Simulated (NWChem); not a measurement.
A series in which one site is exchanged, each optimised at PBE0/def2-SVP with NWChem, gas phase unless a solvent is named. Some are not confirmed as minima by frequencies. def2 effective core potentials on In, I; no spin-orbit coupling.

A: [F][InH][F] (InHF2; site = H)
B: [I][In]([F])[F] (InIF$_{2}$; site = I)
C: [F][In]([F])[F] (InF3; site = F)
D: [F][In]([F])[Br] (InBrF2; site = Br)

Values for A:

| Quantity | Value |
|---|---|
| dipole (D), PBE0/def2-SVP | 3.41 |
| orbital gap (eV), PBE0/def2-SVP | 7.95 |
| static polarisability, CAM-B3LYP/def2-SVPD (bohr³) | 32.2 |
| lowest singlet excitation, CAM-B3LYP/def2-SVPD, TDA (eV) | 6.93 |

How do these values change for the other members?


```json
[
 {"change from A": "dipole (D), PBE0/def2-SVP", "B": "-1.19", "C": "-3.41", "D": "-1.96"},
 {"change from A": "orbital gap (eV), PBE0/def2-SVP", "B": "-2.64", "C": "-0.46", "D": "-1.97"},
 {"change from A": "static polarisability, CAM-B3LYP/def2-SVPD (bohr³)", "B": "+34.2", "C": "-2.8", "D": "+20.4"},
 {"change from A": "lowest singlet excitation, CAM-B3LYP/def2-SVPD, TDA (eV)", "B": "-2.87", "C": "-0.69", "D": "-2.23"}
]
```
